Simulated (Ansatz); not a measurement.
`C[N](C)[Ga]([NH2])[NH2]`, charge 0, multiplicity 1.

(1) Give a relaxed structure at PBE0-D4/def2-TZVP (the Gaussian-basis code of Ansatz). (Best estimate.)

Answers

(1) Computed: 
Z-matrix (Å, degrees):
```
C
N 1 1.436
H 1 1.101 2 111.9
H 1 1.101 2 111.9 3 -120.0
H 1 1.092 2 111.2 3 119.9
C 2 1.436 1 113.2 3 59.7
Ga 2 1.822 1 123.5 3 -119.4
H 6 1.101 2 111.7 1 -58.5
H 6 1.101 2 112.0 1 61.5
H 6 1.092 2 111.1 1 -178.1
N 7 1.826 2 119.3 1 178.3
N 7 1.825 2 119.8 1 5.5
H 11 1.007 7 119.8 2 167.5
H 11 1.007 7 120.3 2 25.0
H 12 1.006 7 120.7 2 -18.9
H 12 1.007 7 120.1 2 -163.0
```
This is one stationary point; other conformers may exist.
